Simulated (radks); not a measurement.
Problem. The table gives one normalised radial function P(r) = r R(r) of Ni9+ in [Ar] 3d1 (r in bohr). Calculated with a radial shooting solver on a logarithmic mesh with Libxc functionals: scalar-relativistic Kohn-Sham, r2SCAN, spin-polarised, spherical densities, finite nucleus; open shells are filled with parallel spins first; meta-GGA in the generalised Kohn-Sham scheme; Fermi nuclear charge, rms radius 3.7757 fm.

r	P
0.001787	0.0011
0.002236	0.0016
0.00282	0.0025
0.003528	0.0038
0.004449	0.0058
0.005566	0.0088
0.007019	0.0135
0.008781	0.0204
0.01107	0.0311
0.01385	0.0463
0.01747	0.0695
0.02186	0.1016
0.02757	0.1482
0.03449	0.2094
0.04349	0.2920
0.05441	0.3903
0.06862	0.5057
0.08585	0.6167
0.1083	0.7041
0.1355	0.7242
0.1708	0.6313
0.2137	0.3953
0.2674	0.0123
0.3372	-0.4871
0.4218	-0.9556
0.532	-1.2733
0.6656	-1.3072
0.8394	-1.0661
1.05	-0.6922
1.324	-0.3344
1.657	-0.1198
2.089	-0.0275

Which n and l does it have? It may be an empty orbital.

Solution. n = 3, l = 1: the number of nodes gives n - l - 1 = 1, the rise at small r (about r^(l+1)) gives l, and the extent must fit the shell. The curve is that of 3p up; the table hardly tells the two spins apart. 3p up: eigenvalue -275.21 eV, 1 radial node at r = 0.269 bohr, <r> = 0.687 bohr, 90 % of the charge inside 1.03 bohr.
